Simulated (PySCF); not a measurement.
All of these have the formula C5H5N3. The calculation used TDDFT PBE0/def2-SVPD, vertical, gas phase, core orbitals frozen in the response in PySCF 2.14.0, density-fitted response routines. Geometries: GFN2-xTB; one conformer of each isolated species. Triplets are in the Tamm–Dancoff approximation.

A. `C=Cc1ccnnn1`
B. `C#CCn1ccnn1`
C. `C#CC1=NN(C)N=C1`

Lowest singlet levels (six at most, fewer where fewer were computed) with oscillator strengths:

1. 5.67 eV (f 0.004); 6.54 eV (f 0.007); 6.59 eV (f 0.065); 6.89 eV (f 0.028); 6.96 eV (f 0.005); 7.01 eV (f 0.004); T1 4.69 eV
2. 3.18 eV (f 0.000); 3.43 eV (f 0.004); 3.98 eV (f 0.003); 4.21 eV (f 0.000); 5.02 eV (f 0.095); 5.34 eV (f 0.334); T1 2.48 eV
3. 5.66 eV (f 0.303); 5.81 eV (f 0.000); 6.16 eV (f 0.000); 6.19 eV (f 0.000); 6.27 eV (f 0.028); 6.92 eV (f 0.006); T1 4.07 eV

Problem. Which spectrum belongs to which structure?

Solution. 1 = B, 2 = A, 3 = C.
- A: S1 at 3.18 eV, HOMO→LUMO (98%); Löwdin shares by element: HOMO nitrogen 86%, carbon 5% or more; LUMO carbon 47% or more, nitrogen 14% or more (atoms not listed hold the other 39%); HOMO -6.93 and LUMO -2.27 eV; point group Cs, 2 of its 6 listed states under f = 0.0005.
- B: S1 at 5.67 eV, HOMO→LUMO (91%); Löwdin shares by element: HOMO nitrogen 83%, carbon 10% or more; LUMO nitrogen 48%, carbon 16% or more (atoms not listed hold the other 35%); HOMO -7.66 and LUMO -0.33 eV.
- C: S1 at 5.66 eV, HOMO→LUMO (90%); Löwdin shares by element: HOMO carbon 56% or more, nitrogen 15% or more (atoms not listed hold the other 29%); LUMO nitrogen 43% or more, carbon 27% or more (atoms not listed hold the other 30%); HOMO -7.18 and LUMO -0.75 eV; point group Cs, 3 of its 6 listed states under f = 0.0005.
B and C have S1 within 0.02 eV of each other; their strongest listed levels stand at 6.59 eV (f 0.065) and 5.66 eV (f 0.303).
